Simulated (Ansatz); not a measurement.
Input for Ansatz (a first-principles code): SC-NEVPT2 on CASSCF(6,4)/def2-SVPD on FHMg (SMILES [F][MgH]), a point of a bond scan (R = 4.755 Å).

Ansatz 0.2 input:
```yaml
crystal:
  periodic: [false, false, false]
  atoms:
    - {symbol: Mg, position_ang: [-0.00000000, -0.00000000, -0.64398300]}
    - {symbol: H, position_ang: [-0.00000000, -0.00000000, -2.32551962]}
    - {symbol: F, position_ang: [0.00000000, 0.00000000, 4.11076579]}
basis:
  gaussian:
    orbitals: def2-SVPD
    pivot_positions_ang: [[-0.00000000, -0.00000000, -0.64398300], [-0.00000000, -0.00000000, -2.32551962], [0.00000000, 0.00000000, 4.11076579]]
magnetization: {spin_polarized: false}
correlation: {method: sc_nevpt2, electrons: outside_noble_gas, active_space: {window: {electrons: 6, orbitals: 4}}}
output: {orbitals: {seedname: ./end}}
```

Program output:

```
WARN ansatz: RAYON_NUM_THREADS=1 ignored (pool sized by the plan → 1); use --threads N
Functional definition: HF
integrals: 0.01 GiB planned
494 factors; integrals over basis functions are off by at most 2.8e-4 eV
mean field: 0.07 GiB planned
mean field evaluation 1: about -8140.7770 eV, gradient 4.1e1 eV
mean field evaluation 2: about -8140.7799 eV, gradient 4.1e1 eV
mean field evaluation 4: about -8143.4586 eV, gradient 1.9e1 eV
mean field evaluation 8: about -8144.2951 eV, gradient 1.1e-1 eV
mean field -8144.29373117 eV, -299.2972742201 hartree, gradient 3.6e-6 eV, S^2 0.000000; 0 other end points of the search recorded, 0 dependent functions left out
reference -8144.29373117 eV, -299.2972742201 hartree; 11, 11 occupied and 41, 41 virtual orbitals, 494 factors
configuration interaction: 0.08 GiB planned
configuration interaction: 0.00 GiB planned
state -8146.06714736 eV, -299.3624460629 hartree
state -8146.06714736 eV, -299.3624460629 hartree; corrected -8150.80740705 eV, -299.5366473936 hartree
configuration interaction: 0.00 GiB planned
state -8144.84805158 eV, -299.3176451193 hartree
state -8144.84805158 eV, -299.3176451193 hartree; corrected -8150.94438385 eV, -299.5416811981 hartree
state -8144.84805158 eV, -299.3176451193 hartree; corrected -8150.94438385 eV, -299.5416811981 hartree
WARN: 2 active orbitals are nearly empty or full. The corrections depend on them more than the energy does, and are more stable in an active space without them
WARN: the results are in doubt because another end's mean lies 1.219 eV lower, and its corrected mean 0.137 eV higher
Total energy: -8150.94438385 eV, -299.5416811981 hartree
In doubt: another end's mean lies 1.219 eV lower, and its corrected mean 0.137 eV higher
```

Self-consistency was reached.

Warnings raised: idle orbitals, passed over end.

Cost: around 4 core-seconds (rough).
